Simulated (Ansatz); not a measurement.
The cluster Si₃S₄⁻. Charge -1, multiplicity 2. Geometry PBE-D4/def2-SVPD; atoms count from 1.

```xyz
7

Si   -0.179    1.286    1.582
Si   -0.581   -0.983   -0.088
Si    0.606    1.047   -0.784
S    -2.061    0.140    1.059
S     2.041    1.824   -1.961
S    -0.919   -2.671   -1.145
S     1.093   -0.644    1.339
```

Another isomer (doublet) lies 0.71 eV lower at PBE0-D4/def2-TZVPD; other spin states weren't run for this one.

Problem. Estimate the Mulliken populations from the PBE0/def2-TZVPD orbitals of Ansatz.

Solution. 
```
atom  charge (e)  spin (α − β)
 Si1       -0.07          0.39
 Si2        0.79          0.10
 Si3        0.35          0.12
  S4       -0.41         -0.01
  S5       -0.62          0.18
  S6       -0.68          0.22
  S7       -0.36          0.00
```
Mulliken values depend strongly on the basis. With diffuse functions, as here, like atoms can get unlike values, and bond orders can come out too low or too high.

Problem. Where does the spin sit?

Solution. Summed by element: Si 0.61, S 0.39, of 1 unpaired in all. Largest on single atoms: Si1 0.39, S6 0.22, S5 0.18.

Problem. And the Mayer bond orders between heavy atoms (over 0.3)?

Solution. Si1–Si3 0.69 (2.50 Å); Si1–S4 1.01 (2.26 Å); Si1–S7 0.85 (2.32 Å); Si2–Si3 0.62 (2.45 Å); Si2–S4 0.88 (2.18 Å); Si2–S6 1.59 (2.02 Å); Si2–S7 0.80 (2.23 Å); Si3–S5 1.74 (2.01 Å); Si3–S7 0.41 (2.76 Å).
